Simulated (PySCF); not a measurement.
**Ionisation energy of Pm²⁺ by level of theory**

Pm²⁺ [Xe] 4f5 (high-spin determinant) → Pm³⁺ [Xe] 4f4 (high-spin determinant), as a difference of total energies. Computed with PySCF 2.14 in x2c-TZVPPall, with scalar relativity by spin-free X2C-1e. Correlated levels: valence: [Kr] 4d10 frozen. The calculations carry no spin-orbit coupling.

| method | ionisation energy (eV) |
| --- | --- |
| UHF | 20.107 |
| MP2 (valence) | 22.099 |
| SCS-MP2 (valence) | 21.348 |
| CCSD (valence) | 21.778 |
| CCSD(T) (valence) | 21.857 |

Question: How much does correlation contribute at CCSD(T) (valence)?

Answer: 21.857 − (20.107) = 1.750 eV, measured against UHF.

A first-order spin-orbit estimate (lowest level to lowest level, LS coupling) adds -0.115 eV.

Errors of the correlated levels include the incompleteness of this basis and the frozen core.

The coupled-cluster amplitudes are large for Pm³⁺ (T1 above 0.03 or a double amplitude above 0.15), so a single reference is strained.

The determinant of Pm²⁺ and of Pm³⁺ mixes LS terms, which raises its energy above the lowest term, most at the Hartree-Fock and MP2 levels.

For comparison: 22.44 ± 0.08 eV (semi-empirical (NIST evaluation); NIST Atomic Spectra Database, ionization energies).
